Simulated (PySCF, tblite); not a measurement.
Compound: C5H11P2 (charge +1).
Numbering: `[CH:1]#[C:2][P@@H+:3]([CH3:4])[CH2:5][PH:6][CH3:7]` (hydrogens: H8 on C1; H9 on P3; H10, H11, H12 on C4; H13, H14 on C5; H15 on P6; H16, H17, H18 on C7)

Cartesian coordinates in Å at the GFN2-xTB level; atoms count from 1:
```xyz
18
C5H11P2 angstrom
C     -3.1683    2.0555    0.4433
C     -2.3523    1.1768    0.5431
P     -1.1396   -0.0708    0.6474
C     -1.7105   -1.5595   -0.1855
C      0.4405    0.5091   -0.0021
P      1.7124   -0.8452    0.4420
C      3.1692   -0.0825   -0.3780
H     -3.8925    2.8183    0.3659
H     -0.9936   -0.3413    1.9921
H     -1.8837   -1.3388   -1.2408
H     -2.6429   -1.9020    0.2652
H     -0.9505   -2.3373   -0.0965
H      0.6915    1.4915    0.4069
H      0.3537    0.5917   -1.0913
H      1.9460   -0.3166    1.7204
H      4.0647   -0.5963   -0.0320
H      3.0955   -0.2254   -1.4553
H      3.2518    0.9792   -0.1508
```

Structure optimised with GFN2-xTB, isolated species.

Take the most abundant isotopes and a rigid rotor. The values belong to one conformer with, in the numbering `[CH:1]#[C:2][P@@H+:3]([CH3:4])[CH2:5][PH:6][CH3:7]`, C2–P3–C5–P6 171°, P3–C5–P6–C7 177°.

(1) What are A, B and C (cm⁻¹)?

(2) Classify the top.

(3) What does the inertial defect say?

(4) Give the other two planar moments, Paa and Pbb, and the rms extents of the mass along the axes.

(5) Where do the levels up to J = 5 lie, in K?

(6) Estimate the classical rotational partition function at 10 K, 25 K and 298.15 K.

## Answers

(1) Ia = 134.47, Ib = 603.91, Ic = 689.22 u·Å²; 505379 MHz·u·Å²/I gives 3758, 836.8 and 733.3 MHz, that is A = 0.12536, B = 0.02791, C = 0.02446 cm⁻¹.

(2) A near-prolate asymmetric top. Ray's parameter κ = (2B − A − C)/(A − C) = -0.932; −1 is the prolate and +1 the oblate limit.

(3) Not planar: Δ = Ic − Ia − Ib = -49.16 u·Å². For a rigid frame Δ = −2 Σ m c², so Σ m c² = 24.58 u·Å² lies off the ab plane: 12.35 from hydrogen and 12.23 from heavier atoms. The atom farthest from that plane is 1.64 Å away.

(4) Paa = Σ m a² = (Ib + Ic − Ia)/2 = 579.33 and Pbb = Σ m b² = (Ia + Ic − Ib)/2 = 109.89 u·Å². With the mass M = 133.03 u, the rms extents √(P/M) along a, b and c are 2.09, 0.91, 0.43 Å.

(5) Above 0(0,0), as E/k:
J = 1: 1(0,1) 0.075, 1(1,1) 0.216, 1(1,0) 0.221
J = 2: 2(0,2) 0.226, 2(1,2) 0.361, 2(1,1) 0.376, 2(2,1) 0.797, 2(2,0) 0.797
J = 3: 3(0,3) 0.451, 3(1,3) 0.580, 3(1,2) 0.610, 3(2,2) 1.023, 3(2,1) 1.024, 3(3,1) 1.736, 3(3,0) 1.736
J = 4: 4(0,4) 0.752, 4(1,4) 0.871, 4(1,3) 0.921, 4(2,3) 1.324, 4(2,2) 1.326, 4(3,2) 2.038, 4(3,1) 2.038, 4(4,1) 3.037, 4(4,0) 3.037
J = 5: 5(0,5) 1.126, 5(1,5) 1.235, 5(1,4) 1.309, 5(2,4) 1.701, 5(2,3) 1.705, 5(3,3) 2.415, 5(3,2) 2.415, 5(4,2) 3.414, 5(4,1) 3.414, 5(5,1) 4.698, 5(5,0) 4.698
The levels of one J sum to (2J + 1)J(J + 1)(A + B + C)/3.

(6) Point group C1, symmetry number σ = 1; q = (√π/σ)·√((kT/h)³/(ABC)), k/h = 20836.6 MHz/K: 3510 at 10 K, 13900 at 25 K, 572000 at 298.15 K.

Its GFN2-xTB frequencies are all real (lowest 34 cm⁻¹). These are rigid-rotor constants of the computed structure; measured ground-state constants (B0) also hold zero-point vibration.
